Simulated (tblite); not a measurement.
C6H6NOP.
Cartesian coordinates in Å at the GFN2-xTB level; atoms count from 1:
```
atom  x, y, z in Å
C1    -2.1030    1.2247   -0.2655
C2    -1.4655    0.0939    0.4869
O3    -2.0489   -0.5784    1.3073
C4    -0.0337   -0.1591    0.1542
C5     0.6356   -1.1964    0.8080
C6     1.9548   -1.5029    0.5647
P7     2.9562   -0.6520   -0.5759
C8     1.7608    0.5060   -1.1309
N9     0.5178    0.6340   -0.7592
H10   -2.0419    1.0258   -1.3327
H11   -1.5507    2.1413   -0.0732
H12   -3.1396    1.3368    0.0393
H13    0.0653   -1.7646    1.5303
H14    2.4090   -2.3221    1.1100
H15    2.0795    1.2209   -1.8852
```

Method: GFN2-xTB as coded in tblite; computed harmonic values from a numerical Hessian at the method's own geometry, unscaled. Against measured fundamentals such values can be off by several per cent, at times by over 20. One conformer, not necessarily the lowest.

How many normal modes are there?

15 atoms, non-linear: 3N − 6 = 39.

What is the point group of the computed structure, and how do the modes divide by symmetry?

Cs. The vibrations span 26 a′ + 13 a″.

How many distinct wavenumbers does the calculation give?

39: Cs has no degenerate species.

How many fundamentals are allowed in the infrared by symmetry?

39 of 39: in Cs every mode is allowed. All fundamentals are allowed in the Raman spectrum.

What zero-point energy do the modes add up to?

½Σν̃ = 23200 cm⁻¹ = 2.876 eV (39 modes), 1.238 eV of it from above 1550 cm⁻¹.

What thermal excitation has the softest real mode at 500 K?

θ = hcν̃/k = 62 K for 42.9 cm⁻¹, so N1/N0 = 0.88 and ⟨v⟩ = 1/(exp(θ/T) − 1) = 7.6.
